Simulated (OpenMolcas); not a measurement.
An atom or ion with 23 electrons was computed by MS-CASPT2, IPEA 0.25 Eh, imaginary shift 0.1 Eh with spin-orbit coupling (OpenMolcas, ANO-RCC-VTZP, DKH2). The lowest levels that the run gave, each within 12 % of the measured value where one is at hand:

```
   J  Parity  E (cm-1)      g
 5/2    even       0.0  2.002
 5/2    even     33330  0.571
 7/2    even     33360  0.984
11/2    even     33370  1.273
 9/2    even     33380  1.172
 5/2    even     36850  1.587
 3/2    even     36930  1.711
 1/2    even     37020  2.632
 7/2    even     40030  1.429
 1/2    even     40110  0.036
 3/2    even     40180  1.222
 5/2    even     40200  1.384
```

**Question.** Which ion is it, and what are the configurations and terms?

**Answer.** Fe³⁺ (Z = 26, charge +3; active space 5 electrons in 5 orbitals (3d)). J, parity and g give the terms where levels are pure, and mixed ones are named by the computed weights; the size of the splittings, set against known spectra of the 23-electron sequence, gives the charge. In order, with the measured energies in cm-1 (Corliss and Sugar, J. Phys. Chem. Ref. Data 11, 135 (1982)): 3d5 6S 5/2, 3d5 4G 5/2, 3d5 4G 7/2, 3d5 4G 11/2 (32246), 3d5 4G 9/2, 3d5 4P 5/2 (35254), 3d5 4P 3/2 (35333), 3d5 4P 1/2 (35407), 3d5 4D 7/2 (38779), 3d5 4D 1/2 (38897), 3d5 4D 3/2, 3d5 4D 5/2.

Term energies are means over components that CASPT2 splits; among the terms shown or strongly mixed into the levels shown the widest spread is 450 cm-1 (3d5 4G). Blocks of more than 70 roots (2S+1 = 2 even) ran without multistate coupling. Computed and measured levels are paired by configuration, term and J; levels that our copy of the source lacks, or whose pairing is in doubt (as where it misses far off the trend of its configuration), stay unpaired and out of the deviations. Only configurations of the active space appear.
